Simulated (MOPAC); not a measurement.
Input file for MOPAC: AM1 on C2H9N (a complex), monomers drawn apart or pushed together.

```
AM1 1SCF PRECISE CHARGE=0 THREADS=1
C2H9N

N     -0.08577384 1    -0.02006318 1    -0.20176245 1
H     -0.22693155 1     0.47508304 1    -1.07475436 1
H      0.39150816 1     0.61087367 1     0.43176424 1
H      0.54494491 1    -0.79115092 1    -0.38903838 1
C     -0.61378721 1    -0.62891577 1     4.52513961 1
C      0.45352784 1     0.46215800 1     4.51665955 1
H     -0.95145578 1    -0.85086307 1     3.51197854 1
H     -1.48430216 1    -0.32253727 1     5.10879314 1
H     -0.23104584 1    -1.55201049 1     4.96574860 1
H      1.33233054 1     0.15392286 1     3.94493791 1
H      0.79194286 1     0.70361310 1     5.52640393 1
H      0.07243647 1     1.38373336 1     4.07069636 1
```

The log:

```
*******************************************************************************
 **                                                                           **
 **                              MOPAC v23.2.5                                **
 **                                                                           **
 *******************************************************************************
 ** MOPAC's Digital Object Identifier: https://doi.org/10.5281/zenodo.6511958 **
 **                                                                           **
 ** Please cite the open-source release paper for use of this MOPAC version:  **
 ** J. E. Moussa and J. J. P. Stewart (2026)                                  **
 ** MOPAC: An open-source semiempirical molecular orbital program             **
 ** J. Open Source Softw., 11(119), 8025, https://doi.org/10.21105/joss.08025 **
 *******************************************************************************

                              AM1 CALCULATION RESULTS

 *******************************************************************************
 *  AM1        - The AM1 Hamiltonian to be used
 *
 *
 *
 *                 CHARGE ON SYSTEM = 0
 *
 *
 *
 *  PRECISE    - TIGHTER CRITERIA TO BE USED
 *  1SCF       - DO 1 SCF AND THEN STOP
 *  THREADS=1  - MULTI-THREADING NOT USED
 *  T=         - A TIME OF 172800.0 SECONDS REQUESTED
 *  DUMP=N     - RESTART FILE WRITTEN EVERY 7200.0 SECONDS REQUESTED
 *******************************************************************************
AM1 1SCF PRECISE CHARGE=0 THREADS=1
 C2H9N

   ATOM   CHEMICAL          X               Y               Z
  NUMBER   SYMBOL      (ANGSTROMS)     (ANGSTROMS)     (ANGSTROMS)

     1       N         -0.08577384  *  -0.02006318  *  -0.20176245  *
     2       H         -0.22693155  *   0.47508304  *  -1.07475436  *
     3       H          0.39150816  *   0.61087367  *   0.43176424  *
     4       H          0.54494491  *  -0.79115092  *  -0.38903838  *
     5       C         -0.61378721  *  -0.62891577  *   4.52513961  *
     6       C          0.45352784  *   0.46215800  *   4.51665955  *
     7       H         -0.95145578  *  -0.85086307  *   3.51197854  *
     8       H         -1.48430216  *  -0.32253727  *   5.10879314  *
     9       H         -0.23104584  *  -1.55201049  *   4.96574860  *
    10       H          1.33233054  *   0.15392286  *   3.94493791  *
    11       H          0.79194286  *   0.70361310  *   5.52640393  *
    12       H          0.07243647  *   1.38373336  *   4.07069636  *



          CARTESIAN COORDINATES

    NO.       ATOM           X           Y           Z

     1         N         -0.0858     -0.0201     -0.2018
     2         H         -0.2269      0.4751     -1.0748
     3         H          0.3915      0.6109      0.4318
     4         H          0.5449     -0.7912     -0.3890
     5         C         -0.6138     -0.6289      4.5251
     6         C          0.4535      0.4622      4.5167
     7         H         -0.9515     -0.8509      3.5120
     8         H         -1.4843     -0.3225      5.1088
     9         H         -0.2310     -1.5520      4.9657
    10         H          1.3323      0.1539      3.9449
    11         H          0.7919      0.7036      5.5264
    12         H          0.0724      1.3837      4.0707

  H: (AM1): M.J.S. DEWAR ET AL, J. AM. CHEM. SOC. 107 3902-3909 (1985)
  C: (AM1): M.J.S. DEWAR ET AL, J. AM. CHEM. SOC. 107 3902-3909 (1985)
  N: (AM1): M.J.S. DEWAR ET AL, J. AM. CHEM. SOC. 107 3902-3909 (1985)

           Empirical Formula: C2 H9 N  =    12 atoms



      MOLECULAR POINT GROUP   :   C1


      RHF CALCULATION, NO. OF DOUBLY OCCUPIED LEVELS = 11


 -------------------------------------------------------------------------------
 AM1 1SCF PRECISE CHARGE=0 THREADS=1
 C2H9N



     1SCF WAS SPECIFIED, SO BFGS WAS NOT USED
     SCF FIELD WAS ACHIEVED


                              AM1 CALCULATION
                                                       MOPAC v23.2.5 Linux




          FINAL HEAT OF FORMATION =        -22.37098 KCAL/MOL =     -93.60017 KJ/MOL


          COSMO AREA              =        121.94 SQUARE ANGSTROMS
          COSMO VOLUME            =         94.98 CUBIC ANGSTROMS

          IONIZATION POTENTIAL    =         10.556386 EV
          HOMO LUMO ENERGIES (EV) =        -10.556  4.151
          NO. OF FILLED LEVELS    =         11
          MOLECULAR WEIGHT        =         47.0998         POINT GROUP:  C1

          MOLECULAR DIMENSIONS (Angstroms)

            Atom       Atom       Distance
            H    11    H     2     6.68323
            H    10    H     8     3.00326
            H     9    H    12     2.84842


          SCF CALCULATIONS        =          1





   ATOM   CHEMICAL          X               Y               Z
  NUMBER   SYMBOL      (ANGSTROMS)     (ANGSTROMS)     (ANGSTROMS)

     1       N         -0.08577384  *  -0.02006318  *  -0.20176245  *
     2       H         -0.22693155  *   0.47508304  *  -1.07475436  *
     3       H          0.39150816  *   0.61087367  *   0.43176424  *
     4       H          0.54494491  *  -0.79115092  *  -0.38903838  *
     5       C         -0.61378721  *  -0.62891577  *   4.52513961  *
     6       C          0.45352784  *   0.46215800  *   4.51665955  *
     7       H         -0.95145578  *  -0.85086307  *   3.51197854  *
     8       H         -1.48430216  *  -0.32253727  *   5.10879314  *
     9       H         -0.23104584  *  -1.55201049  *   4.96574860  *
    10       H          1.33233054  *   0.15392286  *   3.94493791  *
    11       H          0.79194286  *   0.70361310  *   5.52640393  *
    12       H          0.07243647  *   1.38373336  *   4.07069636  *

                             CARTESIAN COORDINATES

   1    N       -0.085773840    -0.020063180    -0.201762450
   2    H       -0.226931550     0.475083040    -1.074754360
   3    H        0.391508160     0.610873670     0.431764240
   4    H        0.544944910    -0.791150920    -0.389038380
   5    C       -0.613787210    -0.628915770     4.525139610
   6    C        0.453527840     0.462158000     4.516659550
   7    H       -0.951455780    -0.850863070     3.511978540
   8    H       -1.484302160    -0.322537270     5.108793140
   9    H       -0.231045840    -1.552010490     4.965748600
  10    H        1.332330540     0.153922860     3.944937910
  11    H        0.791942860     0.703613100     5.526403930
  12    H        0.072436470     1.383733360     4.070696360


           Empirical Formula: C2 H9 N  =    12 atoms



      MOLECULAR POINT GROUP   :   C1


                  EIGENVALUES
 -33.21110 -32.49255 -24.02555 -15.75322 -15.73829 -14.82169 -14.80532 -13.08519
 -11.85466 -11.83761 -10.55639   4.15096   4.31418   4.34112   4.67416   5.15047
   5.18629   5.21563   5.53453   5.93188   5.94080


              NET ATOMIC CHARGES AND DIPOLE CONTRIBUTIONS

  ATOM NO.   TYPE          CHARGE      No. of ELECS.   s-Pop       p-Pop
    1          N          -0.371618        5.3716     1.60853     3.76309
    2          H           0.123989        0.8760     0.87601
    3          H           0.123986        0.8760     0.87601
    4          H           0.123633        0.8764     0.87637
    5          C          -0.209284        4.2093     1.21470     2.99459
    6          C          -0.207008        4.2070     1.21485     2.99216
    7          H           0.077559        0.9224     0.92244
    8          H           0.069081        0.9309     0.93092
    9          H           0.068132        0.9319     0.93187
   10          H           0.065739        0.9343     0.93426
   11          H           0.067216        0.9328     0.93278
   12          H           0.068576        0.9314     0.93142
 DIPOLE           X         Y         Z       TOTAL
 POINT-CHG.     0.518     0.185    -0.294     0.624
 HYBRID         1.097     0.411    -0.469     1.262
 SUM            1.616     0.596    -0.764     1.884


          ATOMIC ORBITAL ELECTRON POPULATIONS

     Atom    s        px        py        pz
    1  N   1.60853   1.48764   1.12518   1.15026
    2  H   0.87601
    3  H   0.87601
    4  H   0.87637
    5  C   1.21470   0.98666   0.98434   1.02358
    6  C   1.21485   0.98755   0.98806   1.01655
    7  H   0.92244
    8  H   0.93092
    9  H   0.93187
   10  H   0.93426
   11  H   0.93278
   12  H   0.93142

 **********************
 *                    *
 * JOB ENDED NORMALLY *
 *                    *
 **********************




 == MOPAC DONE ==
```

The run finished.

Cost: roughly 0.03 core-seconds.
